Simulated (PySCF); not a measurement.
**Static response to an electric field**

Compound: C5H6F3NO.
Atom-mapped SMILES: `[CH3:1][NH:2][C:3](=[O:4])/[CH:5]=[CH:6]\[C:7]([F:8])([F:9])[F:10]` (hydrogens: H11, H12, H13 on C1; H14 on N2; H15 on C5; H16 on C6)

Geometry (GFN2-xTB, Å), atoms numbered from 1 in this order:
```xyz
16
C5H6F3NO angstrom
C     -2.375    0.726   -0.132
N     -1.026    0.475    0.315
C     -0.609   -0.754    0.671
O     -1.317   -1.737    0.702
C      0.830   -0.852    1.091
C      1.890   -0.529    0.364
C      1.826    0.109   -0.991
F      2.983   -0.018   -1.651
F      1.586    1.441   -0.911
F      0.869   -0.385   -1.787
H     -2.841    1.499    0.480
H     -2.379    1.040   -1.177
H     -2.932   -0.204   -0.033
H     -0.384    1.251    0.303
H      0.971   -1.348    2.041
H      2.901   -0.705    0.704
```

Level: PBE0/def2-SVPD (PySCF), static field, nuclei fixed, core orbitals frozen in the response. The polarisability tensor in these axes (au):

```
x   88.69 -1.04 -3.73
y   -1.04 70.13 -7.93
z   -3.73 -7.93 64.14
```

Problem. Give the principal values, the mean and the anisotropy Δα = √{½[(α1 − α2)² + (α2 − α3)² + (α1 − α3)²]}.

Solution. Principal values 58.22, 75.50 and 89.25 au; mean 74.32 au = 11.01 Å³ = 12.25 × 10⁻⁴⁰ C²·m²/J; Δα = 26.93 au (36 % of the mean).

Problem. What is the dipole moment, and where does it point?

Solution. (0.76, 2.54, 1.47) D, 3.03 D in size, pointing from the negative to the positive side. Measured along this direction, the outermost atoms are O4 at the negative end and F9 and H14 at the positive end.

Problem. Find the Langevin capture rate constant for O2+ (31.990 u) meeting this molecule (153.040 u), k = 2.342 × 10⁻⁹ cm³/s × √(α in Å³ / reduced mass in u).

Solution. The reduced mass is 26.46 u, so k = 1.51 × 10⁻⁹ cm³/s. The formula leaves out the permanent dipole, which adds to the capture rate.

Problem. Give the eigenvalues of the traceless quadrupole moment Θ = ½Σq(3rr − r²1), origin at the centre of nuclear charge.

Solution. -17.43, 1.94, 15.49 D·Å. The values depend on the origin, since the dipole doesn't vanish. The electronic extent ⟨r²⟩ about the same centre is 1465 bohr², a root-mean-square distance of 2.29 Å for the 78 electrons.

Problem. Rayleigh depolarisation ratio (linearly polarised light, static tensor)?

Solution. ρ = 3Δα²/(45ᾱ² + 4Δα²) = 2175.9/(248555 + 2901.2) = 0.00865.

Problem. Orientational against electronic polarisability at 298 K (dilute gas, rigid molecules)?

Solution. In Gaussian units μ²/3kT = 74.44 Å³ against 11.01 Å³, a ratio of 6.76; the Debye molar polarisation (4π/3)N_A(α + μ²/3kT) is 215.6 cm³/mol, leaving out the vibrational part.

One conformer (not necessarily the lowest) at the GFN2-xTB geometry, without solvent, vibrations or thermal averaging.

The run behind these numbers computed excited states as well. Time: 67 s wall (grids of density and orbitals included); peak memory 1.0 GiB. Hardware: one thread, Arm Neoverse V1 (aarch64), on a shared host.
